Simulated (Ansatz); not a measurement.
The cluster Mg₂O₃H₂. The state is a singlet with charge 0. Geometry r2SCAN-D4/def2-SVP; atoms count from 1.

Cartesian coordinates in Å:
```
Mg -1.700 0.141 0.220
Mg 0.867 -0.469 -0.241
O -0.208 1.240 0.427
O -0.757 -1.515 0.422
O -0.911 -1.026 -1.080
H 0.135 2.103 0.669
H 2.574 -0.474 -0.417
```

The restricted singlet is unstable towards broken spin symmetry in Hartree–Fock (as tested in another run); at PBE0-D4/def2-TZVP this wasn't settled. Another isomer (singlet) lies 2.34 eV lower at PBE0-D4/def2-TZVP; other spin states weren't run for this one.

Question: Estimate the Mulliken populations from the PBE0/def2-TZVP orbitals of Ansatz.

Answer: 
| atom | charge (e) |
| --- | --- |
| Mg1 | 1.03 |
| Mg2 | 0.70 |
| O3 | -0.84 |
| O4 | -0.51 |
| O5 | -0.51 |
| H6 | 0.32 |
| H7 | -0.18 |
Mulliken values depend strongly on the basis.

Question: And the Mayer bond orders between heavy atoms (over 0.3)?

Answer: Mg1–O3 0.62 (1.86 Å); Mg1–O4 0.57 (1.92 Å); Mg1–O5 0.57 (1.92 Å); O4–O5 0.78 (1.59 Å).
